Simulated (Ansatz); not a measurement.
Coupled-cluster diagnostics for Li₆⁻ (the lowest doublet isomer of a short search), Ansatz.

Geometry of the doublet (r2SCAN/def2-TZVPD):

Cartesian coordinates in Å:
```
Li -0.595 2.069 -0.024
Li -1.990 -0.752 0.019
Li 1.993 0.726 0.006
Li 0.601 -2.072 -0.004
Li 0.201 -0.099 -2.141
Li -0.209 0.128 2.144
```

Correlated methods freeze no core orbitals; core or outer-core shells of Li are correlated, in sets that lack core-valence functions. At PBE0/def2-TZVPD a triplet of charge 0 lies 0.46 eV below the restricted singlet at the same geometry. The structure comes from a short search, and lower isomers may exist.

Geometry of the charge -1 quartet (r2SCAN/def2-TZVPD):

```tsv
atom	x (Å)	y (Å)	z (Å)
Li1	-2.492	1.689	-0.249
Li2	0.342	0.639	-1.350
Li3	-0.073	0.442	1.467
Li4	1.115	-1.903	0.031
Li5	2.975	0.253	0.456
Li6	-1.867	-1.120	-0.354
```

Task: Estimate the CCSD(T) correlation energy, the shares of MP2 and (T), T1 and the reference's ⟨S²⟩ for: charge -1, doublet, own geometry in def2-TZVPPD; charge -1, quartet, own geometry in def2-TZVPPD; charge 0, singlet, vertical in def2-TZVPPD; and the rough time on 4 threads of Arm Neoverse V2 on a shared host.

Result: 
```csv
state,basis,correlation (eV),MP2 share (%),(T) share (%),T1,⟨S²⟩ (pure),wall time,remarks
"charge -1, doublet, own geometry",def2-TZVPPD,-9.181,76.6,4.6,0.102,2.28 (0.75),26 s,"large T1, spin-contaminated"
"charge -1, quartet, own geometry",def2-TZVPPD,-8.803,78.1,3.5,0.071,4.34 (3.75),23 s,"large T1, spin-contaminated"
"charge 0, singlet, vertical",def2-TZVPPD,-9.625,79.9,5.6,0.149,0.00 (0.00),30 s,"large T1, restricted SCF unstable"
```
Customary marks for T1 are 0.02 (closed shells), 0.045 (open shells) and about 0.05 (3d metals). T1 exceeds 0.02 in 3 of 3 rows and 0.045 in 3; the higher it lies, the less the single-reference result can be trusted.
